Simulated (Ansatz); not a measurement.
A structure relaxed at PBE0-D4/def2-TZVP, charge 0, multiplicity 1:

```tsv
atom	x (Å)	y (Å)	z (Å)
O1	-0.892	1.092	1.417
Si2	-0.099	-0.290	1.083
F3	-1.042	-1.567	1.275
Si4	0.533	-0.260	-1.180
Cl5	2.252	0.838	-1.386
Cl6	-1.009	0.701	-2.155
H7	-1.495	1.441	0.756
H8	1.010	-0.397	2.052
H9	0.743	-1.556	-1.861
```

Problem. Give its formula and SMILES.

Solution. Cl2FH3OSi2, `O[SiH](F)[SiH](Cl)Cl`.

Problem. Summarise the bond lengths by kind.

Solution. 1 × O–Si 1.629 Å; 1 × H–O 0.960 Å; 1 × F–Si 1.599 Å; 1 × Si–Si 2.350 Å; 2 × H–Si 1.477 to 1.479 Å; 2 × Cl–Si 2.050 to 2.062 Å.

Computed with Ansatz.
